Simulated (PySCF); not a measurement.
# How methods differ on the excitation energy of Br

Br [Ar] 3d10 4s2 4p5 (2P) → Br [Ar] 3d10 4s1 4p6 (2S), as a difference of total energies. All numbers are calculated (PySCF 2.14, no relativity, point nucleus, in dyall-av2z). Correlated levels: valence: [Ar] 3d10 frozen; virtual orbitals above 40 to 60 times the deepest correlated orbital energy dropped. The calculations carry no spin-orbit coupling.

```
           method  excitation energy (eV)
              UHF                  14.380
    MP2 (valence)                  12.272
SCS-MP2 (valence)                  12.024
   CCSD (valence)                  10.719
CCSD(T) (valence)                  10.224
```

**Question.** How much does correlation contribute at CCSD(T) (valence)?

**Answer.** 10.224 − (14.380) = -4.156 eV, measured against UHF.

A first-order spin-orbit estimate (lowest level to lowest level, LS coupling) adds 0.132 eV.

The upper state lies above the first ionisation limit, where it may autoionise and the basis confines it.

The coupled-cluster amplitudes are large for the upper state (T1 above 0.03 or a double amplitude above 0.15), so a single reference is strained.
